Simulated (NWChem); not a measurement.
# C2H4F, doublet; SMILES C[CH]F

Program: NWChem. Pople sets run with spherical d functions. Spin-unrestricted. No stability test was run on the SCF state. Each level has its own optimisation; frequencies are unscaled. Brackets give each atom's bonded neighbours.

```csv
level,basis functions,r C–C (Å),r C–F (Å),r C–H [C(CFH)–H(C)] (Å),highest harmonic frequency (cm⁻¹),lowest (cm⁻¹),zero-point energy (kcal/mol),dipole (D)
PBE/STO-3G,19,1.533,1.374,1.117,3401,134,35.7,0.53
PBE/3-21G,35,1.488,1.389,1.094,3116,166,32.9,1.44
PBE/6-31G*,50,1.483,1.360,1.097,3111,192,32.9,1.33
PBE/6-31+G*,62,1.482,1.372,1.095,3128,194,32.8,1.77
PBE/6-311G**,78,1.479,1.363,1.094,3101,189,32.5,1.50
```
